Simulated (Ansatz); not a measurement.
Stepwise reaction of `[OH][Ti]([SH])([Cl])[Cl]` with hydrogen fluoride, as a gas-phase model of exchange steps in deposition or etching. ΔE in kJ/mol.

Calculated with Ansatz (gas phase, PBE0-D4/def2-TZVP geometries, no zero-point term in ΔE). CCSD(T)/CBS adds triple-zeta CCSD(T) − MP2 to the extrapolated MP2 energy (def2 sets, frozen cores). This one scheme is used for every species. DFT in def2-TZVPP. B3LYP here is the variant with VWN-RPA as its local correlation; programs differ in this. For Ti outer-core shells are correlated without core-valence functions, which leaves a few kJ/mol of doubt a bond. Scalar relativity is left out up to krypton. Each species was taken in one conformer, which may not be the lowest.

```
step                                                            reaction  PBE-D4  B3LYP-D4  ωB97M-V  CCSD(T)/CBS
   1  `[OH][Ti]([SH])([Cl])[Cl]` + H–F → `[OH][Ti]([F])([SH])[Cl]` + HCl   -18.1     -17.9    -21.8         -6.0
   2    `[OH][Ti]([F])([SH])[Cl]` + H–F → `[OH][Ti]([F])([F])[SH]` + HCl   -18.5     -18.3    -21.9         -7.6
```

(1) By hand: ΔE of the 2 steps together at CCSD(T)/CBS.

Answers

(1) (-6.0) + (-7.6) = -13.6 kJ/mol, or -6.8 kJ/mol a step.

In ΔE the steps differ by no more than 1.6 kJ/mol. All are downhill at CCSD(T)/CBS. PBE-D4 differs from CCSD(T)/CBS by -12.1 to -10.9 kJ/mol a step. Isolated molecules leave out the surface, adducts and barriers. Largest T1 diagnostic: 0.026.
